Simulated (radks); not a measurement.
Q: Valence configurations of Rh (all share [Kr]). All-electron calculation, scalar-relativistic Kohn-Sham, r2SCAN, spin-polarised, spherical densities, finite nucleus; open shells are filled with parallel spins first (spin-orbit coupling, left out, can overturn this in heavy ions); meta-GGA in the generalised Kohn-Sham scheme; Fermi nuclear charge, rms radius 4.4945 fm. Program: a radial shooting solver on a logarithmic mesh with Libxc functionals. Order these by energy: 4d8 5p1; 4d7 5s2; 4d8 5s1; 4d7.5 5s1.5; 4d6 5s1 5p2; 4d8 5s0.5 5p0.5; 4d6 5p3; 4d7 5s1 5p1; 4d7.5 5s1 5p0.5; 4d9.

A: From the lowest, in eV above it: 4d8 5s1 0.000; 4d9 0.069; 4d7.5 5s1.5 0.939; 4d7 5s2 1.966; 4d8 5s0.5 5p0.5 1.981; 4d7.5 5s1 5p0.5 2.176; 4d8 5p1 3.912; 4d7 5s1 5p1 4.781; 4d6 5s1 5p2 11.383; 4d6 5p3 16.926. NIST lists [Kr] 4d8 5s1 as the ground configuration; this level of theory agrees among the configurations tried. The energies are those of spherical high-spin densities, not of single terms.
